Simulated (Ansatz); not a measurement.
`F[SiH2][GeH3]` + `BCS` → `BCS[SiH2]F` + GeH₄ at 298.15 K and 1 bar (cleavage of the Si–Ge bond).

Gas-phase electronic energies from Ansatz, PBE0-D4/def2-TZVP geometries. CCSD(T)/CBS is the MP2 limit (def2-TZVPP, def2-QZVPP) plus CCSD(T) − MP2 in def2-TZVPP, frozen cores. For Ge outer-core shells are correlated without core-valence functions, which leaves a few kJ/mol of doubt a bond. Scalar relativity is left out up to krypton. Each species was taken in one conformer, which may not be the lowest.

```
        species  CCSD(T)/CBS energy (Eh)  H − E (kJ/mol)  S (J/(mol·K))
`F[SiH2][GeH3]`              -2468.03899           130.7          324.6
          `BCS`               -463.59975           162.8          301.9
   `BCS[SiH2]F`               -853.16736           204.8          372.1
           GeH₄              -2078.49493            88.5          217.3
```

H − E and S are ideal-gas, rigid-rotor, harmonic terms from PBE0-D4/def2-TZVP, for one conformer and one mirror image of each species. 1 Eh = 2625.50 kJ/mol, R = 8.31446 J/(mol·K).

Q: By hand: ΔE, ΔH, ΔS and ΔG.

A: ΔE = (-853.16736) + (-2078.49493) − (-2468.03899) − (-463.59975) = -0.02355 Eh = -61.8 kJ/mol. Δ(H − E) = 204.8 + 88.5 − 130.7 − 162.8 = -0.2, so ΔH = -62.0 kJ/mol. ΔS = 372.1 + 217.3 − 324.6 − 301.9 = -37.1 J/(mol·K). ΔG = -62.0 − 298.15 × (-37.1)/1000 = -50.9 kJ/mol.

Q: By hand: the equilibrium constant, and the temperature at which ΔG would vanish if ΔH and ΔS stayed fixed.

A: log₁₀ K = −ΔG/(RT ln 10) = 8.9. ΔG = 0 at ΔH/ΔS = 1671 K.

ΔH outweighs TΔS. A doubt of 5 kJ/mol in ΔE shifts log₁₀ K by 0.9 here. Other conformers and mirror images would add mixing entropy, several J/(mol·K) or more a flexible species. Modes under 60 cm⁻¹, often nearly free rotors, make the harmonic entropy too high. These are equilibria of isolated gas molecules and say nothing of rates. Largest T1 diagnostic: 0.012 (customary marks: 0.02 for closed shells, 0.045 for open ones).
